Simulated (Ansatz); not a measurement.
Geometry optimisation, Ansatz 0.2.0, RKS B3LYP-D4/def2-SVP.

input.yaml

```yaml
crystal:
  periodic: [false, false, false]
  atoms:
    - { symbol: Zn, position_ang: [-0.5226, -1.2627, -0.7176] }
    - { symbol: Si, position_ang: [0.8185, 0.5376, 0.8279] }
    - { symbol: Cl, position_ang: [-1.3064, -3.0242, -1.6869] }
    - { symbol: H, position_ang: [-0.5848, 0.7157, -0.4006] }
    - { symbol: Cl, position_ang: [-1.8916, 0.8036, -1.5672] }
    - { symbol: H, position_ang: [1.9291, -0.3547, 1.1753] }
    - { symbol: H, position_ang: [1.4377, 1.7479, 0.2951] }
    - { symbol: H, position_ang: [0.1199, 0.8368, 2.0738] }
basis:
  gaussian: { orbitals: def2-SVP }
hamiltonian:
  xc: b3lyp
  dispersion: d4
relax:
  f_tol: 0.15
  max_steps: 25
  restrain:
    - { distance: [0, 4], at: 3.54, k: 30.0 }
    - { distance: [3, 1], at: 2.72, k: 30.0 }
    - { distance: [0, 1], at: 2.33, k: 30.0 }
    - { distance: [3, 4], at: 1.33, k: 30.0 }
```

Launched with:

```bash
$ ansatz run input.yaml --threads 2 --pin off --max-ram 3072MiB --backend cpu --events-out ev --progress --plain --runs-dir out
```

Task: Where does it end, and by what steps?

Result: The run converged. The restraints hold the end off the free minimum. After 10 steps the energy has fallen by 1.239 eV (the restraints' own energy left out); H4 moved furthest, 1.05 Å. Parted: Zn1–Cl5. Joined: H4–Cl5.

```tsv
step	energy less start (eV)	largest force component (eV/Å)	accepted
0	0.0000	1.081	yes
1	-0.0948	1.767	yes
2	-0.3611	2.338	yes
3	-0.6038	2.045	yes
4	-0.9468	1.481	yes
5	-1.0714	1.088	yes
6	-1.1308	0.752	yes
7	-1.1493	1.365	yes
8	-1.2154	0.471	yes
9	-1.2329	0.480	yes
10	-1.2394	0.532	yes
```

```xyz
8
Properties=species:S:1:pos:R:3
Zn -0.174 -1.615 -0.390
Si 0.811 0.133 0.808
Cl -1.061 -3.222 -1.466
H -0.728 1.649 -0.851
Cl -1.919 1.322 -1.302
H 2.171 -0.162 1.351
H 0.960 1.329 -0.091
H -0.060 0.565 1.941
```

Whether the end is a true minimum wasn't checked by a vibrational analysis.

Time of the run: 32 s on 2 threads of Arm Neoverse V2, with other jobs on the host, peak memory 0.25 GiB.
